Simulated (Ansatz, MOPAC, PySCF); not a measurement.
AlH3 (SMILES [AlH3]) and H2O (SMILES O) are pulled apart as rigid monomers along the line of their centres of mass, from the B3LYP-D3(BJ)/def2-TZVP minimum. Starting geometry (charge 0, multiplicity 1):
```
atom    x (Å)    y (Å)    z (Å)
----  -------  -------  -------
Al    -0.0213   0.2183   0.3257
H      0.6033  -0.9348  -0.5657
H     -1.6083   0.3857   0.3374
H      0.8687   1.5100   0.6192
O      0.1113  -0.5471   2.2166
H     -0.7537  -0.6487   2.6342
H      0.6594  -0.0025   2.7963
```

Interaction energies with rigid monomers; basis-set methods are counterpoise corrected unless marked otherwise.

Frozen-core correlation. The state that AM1 reach isn't checked.

Run with Ansatz (a quantum-chemistry and plane-wave program); MOPAC for AM1 (differences of heats of formation); PySCF for the dispersion terms. Each number belongs to the level named beside it.

| Al1···O5 (Å) | AM1 (kcal/mol) | PBE-D4/def2-TZVPPD (kcal/mol) | r2SCAN-D3(BJ)/def2-TZVPPD (kcal/mol) | PBE0-D4/def2-TZVPPD (kcal/mol) | MP2/aug-cc-pV(T+d)Z (kcal/mol) |
|---|---|---|---|---|---|
| 1.84 | -18.72 | -17.72 | … | -20.07 | -18.81 |
| 2.04 | -15.17 | -22.16 | -24.73 | -23.59 | -22.75 |
| 2.35 | -15.88 | -19.13 | -20.53 | -19.66 | -19.16 |
| 2.86 | -5.70 | -11.07 | -11.54 | -11.07 | … |
| 3.68 | -1.03 | -4.20 | -4.28 | -4.20 | -4.18 |

### Question
What belongs in the gaps?

### Answer

- 2.86, MP2/aug-cc-pV(T+d)Z (kcal/mol): -10.85
- 1.84, r2SCAN-D3(BJ)/def2-TZVPPD (kcal/mol): -21.33
